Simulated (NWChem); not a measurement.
Molecule: CH₇BGe; SMILES C[BH][GeH3]

```xyz
10

B     -0.6071     1.1128     0.0343
Ge     0.0556    -0.8571    -0.0213
H     -0.5002    -1.5705    -1.2849
H      1.5986    -1.0169    -0.0576
H     -0.4647    -1.6767     1.1901
H     -1.7875     1.2810     0.1622
C      0.3292     2.3597    -0.0190
H      0.4378     2.6738     1.0371
H     -0.1177     3.2223    -0.5293
H      1.3415     2.1892    -0.3985
```
Atoms are numbered in this order, from 1.

Results from NWChem. Pople sets run with spherical d functions. Coordinates come from a B3LYP/6-31G* (spherical d) optimisation. Vzz is the largest principal value of the second derivative of the potential at the nucleus (NWChem prints the opposite sign); η is the asymmetry. Non-relativistic.

```
level                Vzz B1 (a.u.)  η B1  Vzz Ge2 (a.u.)  η Ge2
-------------------  -------------  ----  --------------  -----
CAM-B3LYP/def2-SVP      (withheld)  0.12      (withheld)   0.02
CAM-B3LYP/def2-TZVP          0.622  0.15          -0.620   0.04
PBE/6-31G*                   0.525  0.17          -0.410   0.03
PBE/cc-pVTZ                  0.585  0.18          -0.503   0.12
```

Question: Some entries are withheld; supply them.

Answer: 
- CAM-B3LYP/def2-SVP, Vzz B1 (a.u.): 0.562
- CAM-B3LYP/def2-SVP, Vzz Ge2 (a.u.): -0.598
